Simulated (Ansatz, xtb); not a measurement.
# Ranking isomers of CH6AsB+

7 gas-phase structures of CH6AsB+, found in a search over its isomers (lower ones may exist). Each was relaxed with GFN2-xTB; where two conformers were screened, the lower at r2SCAN-D4/def2-SVP is listed:

A. the doublet with the links of `[BH][AsH2+]C`
B. the doublet with the links of `B[AsH2+][CH2]`
C. the doublet with the links of `B[CH][AsH3+]`
D. a doublet given by its coordinates
E. the doublet with the links of `[CH2]B[AsH3+]`
F. the doublet with the links of `C[B][AsH3+]`
G. a doublet given by its coordinates

G (Å):

```
atom    x (Å)    y (Å)    z (Å)
   C  -0.7053   0.9828   1.3197
  As   0.6648   0.4450   0.0362
   B   0.2758   0.4837  -1.8914
   H  -0.2632   1.2645   2.2788
   H   1.2749  -0.7889   0.6002
   H  -1.2737   1.8266   0.9242
   H  -1.3759   0.1353   1.4970
   H  -0.5301   1.2412  -2.2576
   H   0.8872  -0.2103  -2.5978
```

Close contacts (Å): C1–As2 1.95, As2–B3 1.97, C1–H4 1.09, C1–H6 1.09, C1–H7 1.10, As2–H5 1.49, B3–H8 1.17, B3–H9 1.16.

D (Å):

```yaml
atoms:
  - { symbol: C, position_ang: [0.0395, -0.3983, 0.1611] }
  - { symbol: As, position_ang: [0.7634, 1.0786, -1.1265] }
  - { symbol: B, position_ang: [-0.6201, -0.4224, -1.4856] }
  - { symbol: H, position_ang: [-1.7185, -0.0402, -1.5936] }
  - { symbol: H, position_ang: [2.0839, 0.3749, -1.2853] }
  - { symbol: H, position_ang: [-0.6695, -1.2233, -0.1228] }
  - { symbol: H, position_ang: [0.9298, -0.9121, 0.5256] }
  - { symbol: H, position_ang: [-0.1366, -1.1520, -2.2651] }
  - { symbol: H, position_ang: [-0.4628, 0.1531, 0.9584] }
```

Close contacts (Å): C1–As2 2.09, C1–B3 1.77, As2–B3 2.07, C1–H6 1.12, C1–H7 1.09, C1–H9 1.09, As2–H5 1.50, B3–H4 1.17, B3–H6 1.58, B3–H8 1.17.

Q: Make a reasoned guess at their ranking by r2SCAN-D4/def2-SVP single-point energy.

A: Calculated order at r2SCAN-D4/def2-SVP: G (0.000), E (0.088), F (0.475), D (0.496), C (0.944), B (1.022), A (1.050) eV. Less than 1 kcal/mol parts F and D; B and A, so the order within those pairs means little.

Energies above the lowest of each column, in eV; the last columns are at PBE0-D3(BJ)/def2-SVP geometries and were run for some of them only (a dash: not run or not comparable):

```json
{"structure": "G", "GFN2-xTB": "0.000", "HF/STO-3G": "0.000", "r2SCAN-D4/def2-SVP": "0.000", "PBE0-D3(BJ)/def2-SVP": "0.000", "CCSD(T)/def2-SVP + ΔMP2/def2-TZVPP": "0.000"}
{"structure": "E", "GFN2-xTB": "0.873", "HF/STO-3G": "0.380", "r2SCAN-D4/def2-SVP": "0.088", "PBE0-D3(BJ)/def2-SVP": "0.161", "CCSD(T)/def2-SVP + ΔMP2/def2-TZVPP": "0.292"}
{"structure": "F", "GFN2-xTB": "1.360", "HF/STO-3G": "1.270", "r2SCAN-D4/def2-SVP": "0.475", "PBE0-D3(BJ)/def2-SVP": "0.574", "CCSD(T)/def2-SVP + ΔMP2/def2-TZVPP": "–"}
{"structure": "D", "GFN2-xTB": "0.155", "HF/STO-3G": "2.370", "r2SCAN-D4/def2-SVP": "0.496", "PBE0-D3(BJ)/def2-SVP": "0.553", "CCSD(T)/def2-SVP + ΔMP2/def2-TZVPP": "–"}
{"structure": "C", "GFN2-xTB": "1.275", "HF/STO-3G": "1.064", "r2SCAN-D4/def2-SVP": "0.944", "PBE0-D3(BJ)/def2-SVP": "–", "CCSD(T)/def2-SVP + ΔMP2/def2-TZVPP": "–"}
{"structure": "B", "GFN2-xTB": "1.472", "HF/STO-3G": "0.964", "r2SCAN-D4/def2-SVP": "1.022", "PBE0-D3(BJ)/def2-SVP": "–", "CCSD(T)/def2-SVP + ΔMP2/def2-TZVPP": "–"}
{"structure": "A", "GFN2-xTB": "1.491", "HF/STO-3G": "1.416", "r2SCAN-D4/def2-SVP": "1.050", "PBE0-D3(BJ)/def2-SVP": "–", "CCSD(T)/def2-SVP + ΔMP2/def2-TZVPP": "–"}
```

Every level run on G puts it lowest or level with the lowest. Some further structures that were screened fall inside this span and aren't listed. Flexible structures stand in one conformer each, not always the lowest. Frequencies (PBE0-D3(BJ)/def2-SVP) were run for E, G alone. The ΔMP2 step shifts differences by up to 0.137 eV, which makes them less sure. Open shells are spin-unrestricted. ΔMP2 is the change of the MP2 energy from the smaller to the larger basis.

Over these structures GFN2-xTB departs from r2SCAN-D4/def2-SVP by 0.315 eV on average once a common shift is removed. A GFN2-xTB relaxation took about 0.15 s and the r2SCAN-D4/def2-SVP energy about 2.2 s on a shared host (Ansatz 0.2.0, xtb 6.7.1).
